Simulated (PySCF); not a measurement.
# Levels of Pt⁷⁵⁺ from EOM-EA-GCCSD

Reference: closed-shell Pt⁷⁶⁺, 1s2; one electron is added. Calculated with PySCF 2.14, two-component X2C-1e with screened spin-orbit coupling, an even-tempered Gaussian basis (16 s from 29 bohr⁻², ratio 2.6; 13 p from 38 bohr⁻², ratio 2.6; 6 d from 39 bohr⁻², ratio 2.8; 3 f from 1600 bohr⁻², ratio 2.8); frozen nothing; the 30 highest virtual spinors dropped; of the others 56 kept and the rest restored at second order. No Breit or QED terms. Binding energies in eV.

```
level  Koopmans
2s1/2   22236.8
2p1/2   22037.5
2p3/2   20089.6
```

Question: How does correlation move these levels?

Answer: 2s1/2: second order 22237.0, EOM-CCSD 22237.0; 2p1/2: second order 22038.0, EOM-CCSD 22038.0; 2p3/2: second order 20090.0, EOM-CCSD 20090.0.

For comparison, the ionisation energy of Pt⁷⁵⁺ is 22205.7 ± 0.3 eV (theoretical estimate listed by NIST; NIST Atomic Spectra Database, ionization energies).

Only part of the computed levels is shown.
